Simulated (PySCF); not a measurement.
## How methods differ on the ionisation energy of Lu(69+)

Lu(69+) 1s2 (1S) → Lu(70+) 1s1 (2S), as a difference of total energies. All numbers are calculated (PySCF 2.14, scalar relativity by spin-free X2C-1e, in an even-tempered Gaussian basis (16 s from 200 bohr⁻², ratio 2.2; 7 p from 300 bohr⁻², ratio 2.4; 4 d from 900 bohr⁻², ratio 2.4; 3 f from 1300 bohr⁻², ratio 2.4; 3 g from 2000 bohr⁻², ratio 2.4)). Correlated levels: nothing frozen; virtual orbitals above 40 to 60 times the deepest correlated orbital energy dropped. The calculations carry no spin-orbit coupling.

```tsv
method	ionisation energy (eV)	difference from reference (eV)
UHF	72495.6	+172.7
LDA	72409.6	+86.7
PBE	72498.8	+175.9
PBE0	72498.2	+175.3
r2SCAN	72504.8	+181.9
r2SCANh	72504.0	+181.1
PW91	72501.7	+178.8
MP2 (all electrons)	72497.5	+174.6
SCS-MP2 (all electrons)	72497.9	+175.0
```

Reference: 72322.87 ± 0.15 eV (theoretical estimate listed by NIST; NIST Atomic Spectra Database, ionization energies).

For this ion Breit and QED terms and the two-electron picture change, all absent here, outweigh the differences among the correlated methods.
